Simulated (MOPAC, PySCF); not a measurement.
Isomers of C2H6Si. Gas-phase values, no solvent. Strings in code marks are SMILES.

Quantity: vertical ionisation energy (energy after one electron is removed minus that of the parent at the parent's geometry), in eV.

Level 1: ωB97X-D3(BJ)/def2-TZVP // PBE0-D3(BJ)/def2-TZVP (PySCF)
Level 2: PBE/6-31G* // PBE0-D3(BJ)/def2-TZVP (PySCF)
Level 3: minus the HOMO energy of PM3 // PBE0-D3(BJ)/def2-TZVP (MOPAC)
Level 4: minus the HOMO energy of PM7 // PBE0-D3(BJ)/def2-TZVP (MOPAC)

```json
[
 {"species": "`CC=[SiH2]`", "level 1": "8.22", "level 2": "8.18", "level 3": "(withheld)", "level 4": "8.90"},
 {"species": "`C1C[SiH2]1`", "level 1": "9.22", "level 2": "8.94", "level 3": "9.22", "level 4": "10.03"},
 {"species": "`C=[SiH]C`", "level 1": "(withheld)", "level 2": "8.27", "level 3": "8.39", "level 4": "(withheld)"}
]
```

Q: Fill in the missing entries.

A: 
- `CC=[SiH2]`, level 3: 8.28
- `C=[SiH]C`, level 1: 8.31
- `C=[SiH]C`, level 4: 9.26
